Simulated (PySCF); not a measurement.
SMILES CC(C)CCB(O)O (C5H13BO2) at its GFN2-xTB optimised geometry (Å):

```
21

C      0.7643    -2.3465    -1.1998
C      1.2806    -1.5552     0.0000
C      2.8085    -1.5552     0.0000
C      0.7616    -0.1133     0.0000
C     -0.7509     0.0062     0.2031
B     -1.2601     1.5105     0.4129
O     -2.5788     1.8573     0.3372
O     -0.3766     2.4870     0.6943
H      1.0498    -1.8542    -2.1273
H      1.1854    -3.3499    -1.2009
H     -0.3185    -2.4362    -1.1753
H      0.9350    -2.0481     0.9164
H      3.1852    -1.0706    -0.8983
H      3.1935    -2.5725     0.0280
H      3.1928    -1.0188     0.8645
H      1.2550     0.4406     0.8000
H      1.0335     0.3682    -0.9412
H     -1.0306    -0.5830     1.0823
H     -1.2712    -0.4472    -0.6442
H     -3.1935     1.1540     0.1375
H     -0.7755     3.3499     0.8147
```

Level of theory: B3LYP/def2-SVP (PySCF 2.14.0). Cells within 0.4 Å of a nucleus heavier than hydrogen are left out (blank, or x).

Map of the electrostatic potential (hartree/e), clipped to [-0.08, 0.12] on the plane z = 0.8 Å:

```
|3333333334444444433333333333333|
|3333333334444444433333333333333|
|3333333334455554433333333333333|
|3333333334567765433333333333333|
|3333322334589996433333333333333|
|3333222224699998422222333333333|
|3332211113699999411222233333333|
|3332210013599999600122223333333|
|3333211367899xxx900122223333333|
|33333259999999x9700122223333333|
|4444459999999999301122223333333|
|4445579999999996222322223333333|
|4455799999999995447743333333333|
|4455789978999996699994333333333|
|4455677766799999999994333333333|
|4445566555699999999974344333333|
|4444555544699999999854589643333|
|4444444444599997899865999953333|
|4444444444479965699998999953333|
|4444444443445444799999999943333|
|4444444433333334999999999533333|
|3444444333333334999976886433333|
|3333333333333334699744566433333|
|3333333333333333455433455433333|
|3333333333333333333333344433333|
|3333333333333333333333333333333|
|3333333333333333333333333333333|
|3333333333333333333333333333333|
|3333333333333333333333333333333|
|3333333333333333333333333333333|
|3333333333333333333333333333333|
```
Scale: ten equal steps from -0.068 (start of '0') to 0.120 (end of '9'), in the order '0123456789'; x runs from -5.50 to 5.50, y from -5.50 (bottom) to 5.50 (top).
